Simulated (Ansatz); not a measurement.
```yaml
crystal:
  periodic: [false, false, false]
  atoms:
    - {symbol: C, position_ang: [-0.539515, 0.926499, -1.228037]}
    - {symbol: B, position_ang: [0.066060, 0.055942, -0.103596]}
    - {symbol: O, position_ang: [1.315404, -0.351968, 0.185032]}
    - {symbol: Si, position_ang: [0.309213, -1.041582, 1.438641]}
    - {symbol: H, position_ang: [0.220026, 1.280788, -1.929275]}
    - {symbol: H, position_ang: [-1.058781, 1.788947, -0.799712]}
    - {symbol: H, position_ang: [-1.295254, 0.358581, -1.778813]}
    - {symbol: H, position_ang: [0.370462, -2.523779, 1.420010]}
    - {symbol: H, position_ang: [0.700985, -0.539526, 2.778550]}
basis:
  gaussian: {orbitals: ANO-RCC-VTZP}
magnetization: {spin_polarized: true, initial_magnetization: 2}
hamiltonian: {xc: {name: HSE06}, dispersion: d3bjatm, pseudopotentials: {relativity: scalar}}
outputs: {forces: true}
```

```sh
$ ansatz run in.yaml --threads 2 --pin off --events-out ev --progress --plain --max-ram 4352MiB
```

(1) How does Ansatz answer? (An estimate is asked.)

Answers

(1) Ansatz gave: The program refused the input.
```
Error: YAML parse error: error: line 17 column 1: unknown field `outputs`, expected one of crystal, accuracy, basis, kpoints, hamiltonian, magnetization, projection, total_charge, correlation, batch, efield, external_charges, scf, relax, neb, saddle, md, ramp, phonons, dielectric, real_time, elastic, magnetic_configurations, gw, evaluate, workflow, output, checkpoint, execution
15 | magnetization: {spin_polarized: true, initial_magnetization: 2}
16 | hamiltonian: {xc: {name: HSE06}, dispersion: d3bjatm, pseudopoten…
17 | outputs: {forces: true}
```

HSE06 is defined as in plane-wave codes.
